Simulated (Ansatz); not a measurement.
Consider the formal exchange of groups at a Ge–Se bond: `O=[CH][GeH2][SeH]` + BH₃ → `[BH2][GeH2][CH]=O` + H₂Se.

Program: Ansatz. Geometries: PBE0-D4/def2-TZVP. ΔE: electronic, gas phase. CBS: MP2 limit from def2 TZ/QZ plus the TZ coupled-cluster correction, frozen cores. This one scheme is used for every species. Functionals use def2-TZVPP. B3LYP here is the variant with VWN-RPA as its local correlation; programs differ in this. For Ge, Se outer-core shells are correlated without core-valence functions, which leaves a few kJ/mol of doubt a bond. Scalar relativity is left out up to krypton. One conformer a species, not always the lowest.

```
          level  ΔE (kJ/mol)
         PBE-D4         53.9
       B3LYP-D4         66.2
         r2SCAN         58.8
CCSD/def2-TZVPP         64.5
```

Task: What does CCSD(T)/CBS give? (Best estimate.)

Result: Computed: +64.2 kJ/mol. The listed levels differ from it by -10.3, 2.0, -5.4, 0.3 kJ/mol.

Largest T1 diagnostic among the species: 0.016.

In def2-TZVPP, CCSD(T) changes the Hartree–Fock value by −14.5 kJ/mol (the triples alone add −0.5 kJ/mol) and MP2 by −4.2 kJ/mol. From PBE to PBE0 (25 % exact exchange), in def2-TZVPP and without D4, ΔE moves by +8.3 kJ/mol. The D4 term adds +3.5 kJ/mol with B3LYP and +1.9 kJ/mol with PBE0; it sums over pairs of atoms, weighted by their polarisabilities, and B3LYP, whose exchange is more repulsive, gets the larger term.
